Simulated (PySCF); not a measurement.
Calculation: PBE-D3(BJ)/def2-TZVP // B3LYP-D3(BJ)/def2-TZVP (PySCF). All species are isolated molecules in the gas phase. One relaxed conformer stands for a flexible species; it need not be the lowest. 

Reference species (SMILES): `CC([SiH3])C` (neutral, multiplicity 1).

```yaml
HOMO: -6.89 eV
HOMO–LUMO gap: 6.79 eV
```

Changed species: `CCC[SiH3]` (C–C–C–Si torsion 180°).

Question: Predict the effect on the HOMO and HOMO–LUMO gap.

Answer: the HOMO falls by 0.33 eV, to -7.22 eV; the HOMO–LUMO gap goes up by 0.36 eV, to 7.15 eV.
